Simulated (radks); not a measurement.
The numbers below are computed, except where a source is named.
Species: Dy III. Configuration: [Xe] 4f9 6p1 (not the ground configuration).

Code: a radial shooting solver on a logarithmic mesh with Libxc functionals. Model: scalar-relativistic Kohn-Sham, PBE, spin-unpolarised, spherical densities, finite nucleus; Fermi nuclear charge, rms radius 5.2218 fm.

Energy parts (eV):
part                      energy
total                 -330757.94
kinetic                356782.74
electron-nucleus      -807833.55
Hartree                127425.54
exchange-correlation    -7132.66

Orbitals (lengths in bohr, moments of r in powers of bohr; <r^-3> diverges for s and p1/2):
orbital  occ.  eigenvalue (eV)   <1/r>      <r^4>  <r^-3>      <r^2>
1s          2        -53675.22   74.55  9.917e-07       -  0.0006095
2s          2        -8959.508   17.33  0.0001559       -   0.009521
2p          6        -7953.230   16.09  0.0001175   12810   0.007708
3s          2        -2014.455   6.376   0.005958       -    0.06286
3p          6        -1705.457   5.976   0.006267    2724    0.06313
3d         10        -1307.892   5.668   0.004957   364.6    0.05284
4s          2        -418.7437   2.691     0.1455       -     0.3164
4p          6        -316.8842   2.469     0.1913   612.1     0.3577
4d         10        -178.0807   2.179     0.2991   68.76     0.4285
4f          9         -27.1568   1.619      1.954   9.634     0.8503
5s          2         -70.7957   1.039      4.929       -      1.829
5p          6         -46.2065  0.8786      9.526   83.84      2.494
6p          1         -12.5420  0.3194      427.3   11.05      17.27

The highest occupied level is 6p at -12.542 eV. The density falls to 0.001 e/bohr^3 at r = 4.54 bohr. Summed over all electrons, <r^2> = 51.71 bohr^2, which gives a Langevin (diamagnetic) susceptibility term of -41 x 10^-6 cm^3/mol. The electron density at the nucleus is 7.776e+05 e/bohr^3 (large components only).
